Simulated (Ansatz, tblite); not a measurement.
Forces on VSe₂ at its PBE-D4/def2-TZVP geometry. Total charge 0; doublet.

The xTB rows come from tblite. At r2SCAN-D4/def2-TZVP the charge 0 doublet is spin-contaminated (final ⟨S²⟩ up to 1.00, 0.75 for a pure state). The structure comes from a short search, and lower isomers may exist.

GFN2-xTB (tblite), largest force 0.53 eV/Å:

```xyz
3
positions Å, forces eV/Å
V     0.197   -0.722   -0.345   -0.046    0.170    0.081
Se   -0.783    0.920   -1.389    0.224   -0.249    0.417
Se    0.586   -0.199    1.734   -0.177    0.079   -0.498
```

PBE-D4/def2-TZVP (Ansatz), largest force 0.00 eV/Å:

```
V 0.000 0.001 0.001
Se 0.001 -0.001 0.002
Se -0.001 0.000 -0.003
```

r2SCAN-D4/def2-TZVP (Ansatz), largest force 0.21 eV/Å:

```
V -0.050 0.182 0.087
Se 0.034 -0.099 -0.022
Se 0.016 -0.084 -0.065
```
